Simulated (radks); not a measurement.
All-electron atom: neutral europium in [Xe] 4f6 6s2 6p1 (not the ground configuration). Calculated with a radial shooting solver on a logarithmic mesh with Libxc functionals: scalar-relativistic Kohn-Sham, PBE, spin-unpolarised, spherical densities, point nucleus.

Unscreened Slater integrals over Kohn-Sham orbitals (hartree).

integral       value
F0(6p,6p)    0.17782
F2(6p,6p)   0.095738
F0(6p,6s)    0.19988
G1(6p,6s)    0.12029
F0(6p,4f)    0.23478
F2(6p,4f)   0.024610
G2(6p,4f)  0.0061122
G4(6p,4f)  0.0054811
F0(6p,5p)    0.22778
F2(6p,5p)   0.045581
G0(6p,5p)  0.0080026
G2(6p,5p)   0.010628
F0(6s,6s)    0.23666
F0(6s,4f)    0.30834
G3(6s,4f)   0.010951
F0(6s,5p)    0.29501
G1(6s,5p)   0.021466
F0(4f,4f)     1.0533
F2(4f,4f)    0.49309
F4(4f,4f)    0.30788
F6(4f,4f)    0.22108
F0(4f,5p)    0.68209
F2(4f,5p)    0.24065
G2(4f,5p)    0.13011
G4(4f,5p)   0.099595
F0(5p,5p)    0.57227
F2(5p,5p)    0.30844

Derived for the open shells (J is the average intra-shell exchange parameter used in DFT+U). 4f: F4/F2 = 0.624, F6/F2 = 0.448, J = (286 F2 + 195 F4 + 250 F6)/6435 = 0.03983 hartree. 6p: J = F2/5 = 0.01915 hartree.
